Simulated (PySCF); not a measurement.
C₃H₆OSi.

```xyz
11

O      1.9931    -0.0070     0.7248
C      0.8409    -0.0305     0.3947
C     -0.2915    -0.9535     0.9014
C     -1.3932    -0.6470    -0.1558
Si    -0.3933     0.8130    -0.8665
H      0.0286    -2.0066     0.9700
H     -0.5787    -0.6302     1.9174
H     -2.3824    -0.4237     0.2683
H     -1.5120    -1.4675    -0.8803
H     -0.8600     2.1714    -0.4612
H     -0.0712     0.8170    -2.3229
```
Charge 0, spin multiplicity 1.

Geometry: ωB97X-D3(BJ)/def2-SVP. The structure was generated by enumeration, and PubChem lists no compound with its InChIKey, so it may never have been made.

Computed with PBE/pcSseg-1 (PySCF). Non-relativistic, no solvent.

Problem. Give the absolute GIAO shielding of each atom: isotropic value and principal components (ppm). (An estimate is asked for; the answer gives what the named calculation found.)

Solution. 
```
atom  σ(iso)      σ11     σ22    σ33    span
----  ------  -------  ------  -----  ------
O1    -502.5  -1316.8  -451.3  260.7  1577.5
C2     -61.1   -146.8  -103.0   66.5   213.3
C3     115.1     70.1   115.2  160.1    90.0
C4     179.8    165.3   182.4  191.6    26.2
Si5    350.5    212.1   332.7  506.5   294.4
H6      27.8     23.5    27.4   32.7     9.2
H7      27.8     24.3    26.9   32.1     7.8
H8      29.9     26.6    27.3   35.6     9.0
H9      29.8     26.1    27.5   35.8     9.7
H10     25.7     23.0    24.4   29.7     6.7
H11     25.7     22.2    24.4   30.4     8.2
```
